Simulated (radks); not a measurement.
The mean radii <r> (bohr) of the occupied orbitals of an atom or ion are listed with their occupations. Method: scalar-relativistic Kohn-Sham, SCAN, spin-polarised, spherical densities, finite nucleus; meta-GGA in the generalised Kohn-Sham scheme; Fermi nuclear charge, rms radius of each element as measured or else 0.836 A^(1/3) + 0.57 fm; computed with a radial shooting solver on a logarithmic mesh with Libxc functionals.

orbital  occ.      <r>
1s up       1  0.01632
1s down     1  0.01632
2s up       1  0.06873
2s down     1  0.06873
2p up       3  0.06235
2p down     3  0.06235
3s up       1   0.1774
3s down     1   0.1774
3p up       3   0.1792
3p down     3   0.1792
3d up       5   0.1626
3d down     5   0.1625
4s up       1   0.3905
4s down     1   0.3906
4p up       3   0.4157
4p down     3   0.4159
4d up       5   0.4371
4d down     5   0.4373
5s up       1   0.8665
5s down     1   0.8695
4f up       7   0.4595
4f down     6   0.4603
5p up       3   0.9873
5p down     3   0.9887
5d up       5    1.310
5d down     5    1.285
6s up       1    2.280
6p up       2    2.882

Name the element and its charge. Open shells, if any, are filled with parallel spins first.

Answer. Z = 81, thallium, charge +1: Tl+ in [Xe] 4f13 5d10 6s1 6p2. The 1s radius gives Z: for a bare nucleus <r> = (2 gamma + 1)/(2Z) with gamma = sqrt(1 - (Z/c)^2), 0.01613 bohr for Z = 81, and screening makes it slightly larger (0.01632 here). The occupations add up to 80, and the charge is Z minus that.
